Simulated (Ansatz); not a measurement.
Ansatz (an electronic-structure program) input:

Ansatz 0.2 input:
```yaml
crystal:
  periodic: [false, false, false]
  atoms:
    - {symbol: Si, position_ang: [-0.55689233, -0.00824704, 0.17837413]}
    - {symbol: Br, position_ang: [-0.01508499, -0.50062459, -1.84893605]}
    - {symbol: Br, position_ang: [1.10781068, 0.18851563, 1.54119918]}
    - {symbol: O, position_ang: [-1.25614091, 1.67691823, 0.11991830]}
    - {symbol: O, position_ang: [-1.91422143, -0.63696927, 0.75050582]}
    - {symbol: H, position_ang: [-0.72545747, 2.48279776, 0.23886607]}
    - {symbol: H, position_ang: [-2.17821221, -1.56047998, 0.67301248]}
    - {symbol: H, position_ang: [-2.18233778, 1.79736266, 0.39828084]}
basis:
  gaussian:
    orbitals: def2-SVPD
total_charge: 1
magnetization: {spin_polarized: false}
correlation: {method: ccsd_t, electrons: outside_noble_gas}
output: {forces: true}
```

Question: What final total energy does it print?

Answer: -5585.11907 Eh (CCSD(T)/def2-SVPD). The basis has 176 functions. The run takes around 5 core-minutes (rough).

It need not be the lowest isomer of its formula.
